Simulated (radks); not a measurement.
Species: B. Configuration: [He] 2s1 2p2 (not the ground configuration).

All-electron calculation, non-relativistic Kohn-Sham, Tao-Mo meta-GGA, spin-unpolarised, spherical densities, point nucleus; meta-GGA in the generalised Kohn-Sham scheme. Program: a radial shooting solver on a logarithmic mesh with Libxc functionals.

Energy parts (eV):
part                     energy
total                  -663.867
kinetic                 661.716
electron-nucleus      -1533.454
Hartree                 310.399
exchange-correlation   -102.529

Orbitals (lengths in bohr, moments of r in powers of bohr; <r^-3> diverges for s and p1/2):
| orbital | occ. | eigenvalue (eV) | <r> | <r^4> | <r^-3> |
|---|---|---|---|---|---|
| 1s | 2 | -183.5490 | 0.3278 | 0.05632 | - |
| 2s | 1 | -10.0163 | 1.944 | 39.63 | - |
| 2p | 2 | -3.9181 | 2.247 | 101.3 | 0.8124 |

The highest occupied level is 2p at -3.918 eV. The electron density at the nucleus is 70.94 e/bohr^3. Virial ratio -V/T = 2.00325.
